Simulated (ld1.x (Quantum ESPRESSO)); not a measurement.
What one change does to a pseudopotential (lithium, TM)

ld1.x (Quantum ESPRESSO) 7.5 input, shortened:

```
&input
   title='Li', zed=3., rel=1, dft='PZ', iswitch=3,
   config='[He] 2s1 2p0'
 /
 &inputp
   pseudotype=2, tm=.true., lloc=1,
   nlcc=.true., new_core_ps=.true., rcore=1.90
 /
2
2S  1  0   1.00   0.00  2.30  2.30  0.0
2P  2  1   0.00   0.00  4.20  4.20  0.0
 &test
   configts(1)='2s1 2p0'
 /
```

All-electron outer shells of the reference configuration (LDA (PZ), scalar-relativistic, ld1.x):

```
shell  level (eV)  outermost node (bohr)  outermost maximum (bohr)
   1s      -51.10                      –                      0.36
   2s       -2.88                   0.84                      3.12
   2p       -1.13                      –                      3.91
```

Change: wave 2s (bound): rc 2.30 bohr becomes 2s (bound): rc 1.74 bohr.

Cutoffs: the cutoffs (Ry, on a coarse ladder) from which the occupation-weighted sum of valence levels, in a spherical-Bessel basis at the reference potential, stays within 10 and 1 mRy of its value at 400 Ry; they do not see the model core or the augmentation charge, which bear on the density cutoff. Errors are all-electron minus pseudo energies relative to the spin-unpolarised reference configuration.

Problem. How do hardness, ghosts and transferability respond?

Solution. The potential gets harder (6 Ry and 6 Ry → 6 Ry and 21 Ry); of the 4 tests that both files solve, the error grows in 0 and shrinks in 2 by more than 15 % and 0.3 meV (median size 1.1 → 0.7 meV); neither file shows a bound ghost. A smaller radius makes the pseudo-wave follow the all-electron one further in, where it bends more sharply, so more plane waves are needed.

| quantity | base | changed |
| --- | --- | --- |
| cutoff, loose | 6 Ry | 6 Ry |
| cutoff, tight | 6 Ry | 21 Ry |
| bound ghosts | none | none |
| error for 2s0.5 2p0, meV [ΔE 2.04 eV] | +0.8 | +0.7 |
| error for 2s0 2p1, meV [ΔE 1.75 eV] | -4.6 | -5.0 |
| error for 2s1 2p0 (spin-polarised), meV [ΔE -0.23 eV] | +1.4 | +0.7 |
| error for 2s0.5 2p0 (spin-polarised), meV [ΔE 1.95 eV] | +0.9 | +0.5 |
| s: phases at 4.57 bohr within 0.05 rad from the reference energy up to (Ry; the scan ends near 5) | 0.9 | 0.8 |
| p: phases at 4.57 bohr within 0.05 rad from the reference energy up to (Ry; the scan ends near 5) | 0.6 | 0.6 |
